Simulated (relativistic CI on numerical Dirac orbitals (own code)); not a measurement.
## Re2+: resonant inelastic scattering at the O2,3 edge

Computed with this model: Dirac-Coulomb-Breit CI, separate exchange-only KLI orbitals for each configuration, a model potential for QED, Kramers-Heisenberg scattering through one core-hole configuration in a parametric crystal field, unscaled Slater integrals; configurations [Xe] 4f14 5d5 → [Kr] 4d10 4f14 5s2 5p5 5d6; 300 K; core-hole width 0.6 eV; summed over polarisations. Incident energies are the highest absorption maxima for each field (at most a few, so the weaker spin-orbit partner edge can be absent), on the computed scale of the free ion. Intensities are in per cent of the strongest line above 0.02 eV; levels within 1 cm⁻¹ are merged; final levels count from the ground level, the first row holds all elastic scattering, lines under 0.4 are left out and each table stops after 24 rows. The scale of the Slater integrals is a model choice and moves the terms in proportion.

Field parameters in Wybourne normalisation: D4h B²₀ = −7Ds, B⁴₀ = 21(Dq − Dt), B⁴₄ = 21√(5/14) Dq. The field is a parameter set, without covalency.

S is read from ⟨S²⟩ = S(S + 1).

D4h, 10Dq = 25950, Ds = -1500, Dt = -570 cm⁻¹:

```
Final level (eV)  Degeneracy  Irrep     S  43.5 eV  46 eV  57.2 eV
           0.000           2     Γ7  0.60    176.6  618.6    206.4
           0.539           2     Γ6  0.59      3.6   50.3     15.4
           0.670           2     Γ7  0.59     23.9   68.4      5.0
           1.699           2     Γ7  1.57      4.3   35.2      4.3
           1.902           2     Γ7  1.58      9.5   50.9    100.0
           1.981           2     Γ6  1.58      0.9   22.4      8.0
           2.112           2     Γ6  1.50      4.3   21.2      8.1
           2.407           2     Γ6  1.50      8.8   23.2     18.7
           2.419           2     Γ7  1.51      7.6   22.7     34.0
           2.505           2     Γ6  1.73      2.5   45.2      5.5
           2.598           2     Γ7  1.80      9.5   20.8     18.5
           3.004           2     Γ7  2.32      1.1   23.5      3.0
           3.147           2     Γ7  1.18     21.8    8.9     32.9
           3.189           2     Γ6  2.12      1.9    5.9      3.9
           3.198           2     Γ7  1.77     13.5   14.0     87.8
           3.376           2     Γ6  1.07     10.9   23.8     14.8
           3.440           2     Γ6  1.21      3.8   22.6     16.4
           3.465           2     Γ7  0.96      9.2   17.5     38.6
           3.502           2     Γ6  1.31      4.2   17.0     11.5
           3.587           2     Γ7  1.25     13.1   64.4     17.0
           3.615           2     Γ7  1.06     15.5   13.6     41.5
           3.704           2     Γ6  0.76      4.3    7.7     10.0
           3.727           2     Γ7  1.09      5.9   10.4     12.5
           3.947           2     Γ6  0.60     16.8    4.6     39.2
```

D4h, 10Dq = 25950, Ds = -860, Dt = -570 cm⁻¹:

```tsv
Final level (eV)	Degeneracy	Irrep	S	45.9 eV	46.6 eV	57.2 eV
0.000	2	Γ7	0.60	620.5	412.7	187.7
0.582	2	Γ7	0.57	49.4	53.9	6.3
0.603	2	Γ6	0.59	44.6	57.0	11.6
1.754	2	Γ7	1.59	29.6	29.4	3.1
1.949	2	Γ7	1.60	44.9	76.4	100.0
2.029	2	Γ6	1.61	20.7	13.0	5.4
2.153	2	Γ6	1.49	20.1	14.9	6.9
2.491	2	Γ6	1.74	23.0	41.3	7.4
2.578	2	Γ7	1.81	15.3	36.9	23.8
2.686	2	Γ6	1.45	23.4	26.3	11.1
2.691	2	Γ7	1.47	17.2	4.2	9.6
2.991	2	Γ7	2.24	12.5	33.8	2.9
3.141	2	Γ6	1.95	16.7	14.7	8.5
3.164	2	Γ7	1.80	7.3	19.1	42.8
3.201	2	Γ7	1.17	17.0	23.7	63.1
3.235	2	Γ6	1.69	25.6	37.2	9.3
3.296	2	Γ6	1.47	13.6	7.6	4.9
3.337	2	Γ7	1.45	35.1	24.5	12.5
3.418	2	Γ7	1.43	25.3	7.3	34.7
3.467	2	Γ6	0.63	8.3	15.3	24.6
3.542	2	Γ7	0.84	23.4	16.6	21.5
3.705	2	Γ7	0.66	8.5	14.7	40.1
3.739	2	Γ6	0.66	6.8	5.3	4.4
4.010	2	Γ6	0.58	5.7	10.1	25.5
```

D4h, 10Dq = 25950, Ds = -210, Dt = -570 cm⁻¹:

| Final level (eV) | Degeneracy | Irrep | S | 45.9 eV | 49.3 eV | 57.2 eV |
| --- | --- | --- | --- | --- | --- | --- |
| 0.000 | 2 | Γ7 | 0.59 | 623.0 | 124.5 | 178.7 |
| 0.563 | 2 | Γ7 | 0.57 | 47.7 | 18.2 | 12.1 |
| 0.704 | 2 | Γ6 | 0.59 | 44.6 | 28.2 | 11.8 |
| 1.837 | 2 | Γ7 | 1.61 | 28.2 | 7.4 | 3.6 |
| 2.026 | 2 | Γ7 | 1.62 | 39.7 | 26.0 | 100.0 |
| 2.085 | 2 | Γ6 | 1.65 | 20.3 | 17.8 | 4.6 |
| 2.214 | 2 | Γ6 | 1.48 | 23.0 | 35.0 | 6.6 |
| 2.534 | 2 | Γ6 | 1.68 | 12.7 | 8.7 | 7.8 |
| 2.609 | 2 | Γ7 | 1.77 | 13.0 | 22.8 | 13.3 |
| 2.971 | 2 | Γ7 | 1.83 | 13.7 | 10.9 | 3.0 |
| 2.997 | 2 | Γ6 | 1.46 | 12.0 | 8.6 | 6.3 |
| 3.018 | 2 | Γ7 | 1.70 | 5.4 | 16.3 | 12.1 |
| 3.030 | 2 | Γ6 | 1.60 | 35.4 | 12.9 | 16.4 |
| 3.096 | 2 | Γ6 | 1.64 | 16.5 | 3.8 | 4.9 |
| 3.160 | 2 | Γ7 | 1.44 | 47.7 | 25.4 | 11.6 |
| 3.204 | 2 | Γ7 | 1.97 | 13.4 | 5.0 | 36.9 |
| 3.233 | 2 | Γ7 | 1.52 | 19.5 | 6.0 | 52.2 |
| 3.256 | 2 | Γ6 | 1.93 | 8.2 | 7.4 | 2.4 |
| 3.300 | 2 | Γ7 | 1.31 | 17.6 | 18.5 | 30.0 |
| 3.519 | 2 | Γ7 | 0.70 | 13.9 | 24.7 | 28.2 |
| 3.521 | 2 | Γ6 | 0.58 | 8.6 | 17.0 | 31.8 |
| 3.761 | 2 | Γ7 | 0.64 | 7.0 | 17.6 | 46.4 |
| 3.819 | 2 | Γ6 | 0.67 | 4.7 | 34.5 | 2.2 |
| 4.063 | 2 | Γ6 | 0.57 | 4.3 | 10.2 | 17.3 |

For the first field the strongest loss at the lowest incident energy is the level at 0.67 eV (S = 0.59, against 0.60 in the thermal ground state). Levels of other spin, the first over 8 % at 1.70 eV, appear because spin-orbit coupling of the core hole, and in heavier ions of the valence shell too, mixes spins.
